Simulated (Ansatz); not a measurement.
Cost and result up the ladder for Cu(PH3)(OH) (CuPOH4) (7 atoms). Charge 0, multiplicity 1. Geometry: B3LYP-D4/def2-TZVP.

```xyz
7

Cu   -0.7651    0.5538    0.1213
P     1.0461   -0.6018   -0.0317
H     1.0734   -1.9307    0.4363
H     2.2034   -0.1388    0.6253
H     1.6179   -0.8301   -1.2989
O    -2.2082    1.6002    0.3402
H    -2.9675    1.3475   -0.1925
```

Ansatz on 4 threads of Intel Xeon on a shared host. Times are rough, and most runs start from the orbitals of an earlier one. r2SCAN0-D4/def2-TZVP serves as the yardstick here, not as an exact answer. Differences are given only for rows in sets of like size (and for xTB, whose basis is part of the method), since another set adds its own error. Binding counts from free atoms at the same level (Cu doublet, P quartet, H doublet, O triplet; other spins of the atoms weren't run), without zero-point energy or a counterpoise term.

The 6-31G sets use Cartesian d functions. LC-ωPBE has ω = 0.4 bohr⁻¹. B3LYP takes the VWN-RPA correlation. HSE06 is defined as in plane-wave codes, on full-range PBE exchange. Correlated methods freeze 15 core orbitals.

Correlated methods converge slowly with the basis.

```csv
level,functions,binding energy per atom (eV),difference from r2SCAN0-D4/def2-TZVP (eV)
revPBE-D4/def2-TZVP,137,2.81,0.05
PBE0-D4/def2-SVP,83,2.77,–
HSE06-D4/def2-TZVP,137,2.78,0.02
PBE0-D4/def2-TZVPD,167,2.79,0.03
r2SCAN-D4/def2-TZVPD,167,2.89,0.13
MP2/def2-TZVP,137,2.75,-0.02
LC-ωPBE/def2-TZVP,137,2.81,0.05
r2SCAN0-D4/def2-TZVP,137,2.76,0.00
PBE0-D4/def2-TZVP (with forces),137,2.78,0.02
PBE-D4/def2-SVP,83,2.90,–
HF/6-31G,59,1.61,–
PBE-D4/def2-TZVP,137,2.90,0.13
r2SCANh-D4/def2-TZVP,137,2.83,0.06
B3LYP-D4/6-31G,59,2.74,–
```

Question: Estimate how long each takes.

Answer: HF/6-31G 0.3 s; PBE-D4/def2-SVP 0.6 s; B3LYP-D4/6-31G 0.75 s; PBE0-D4/def2-SVP 0.8 s; PBE-D4/def2-TZVP 0.85 s; revPBE-D4/def2-TZVP 0.9 s; LC-ωPBE/def2-TZVP 1.1 s; MP2/def2-TZVP 1.2 s; HSE06-D4/def2-TZVP 1.4 s; PBE0-D4/def2-TZVPD 1.6 s; r2SCANh-D4/def2-TZVP 1.8 s; PBE0-D4/def2-TZVP (with forces) 2 s; r2SCAN-D4/def2-TZVPD 2.1 s; r2SCAN0-D4/def2-TZVP 2.1 s. On shared hardware such times vary by a factor of up to 3.
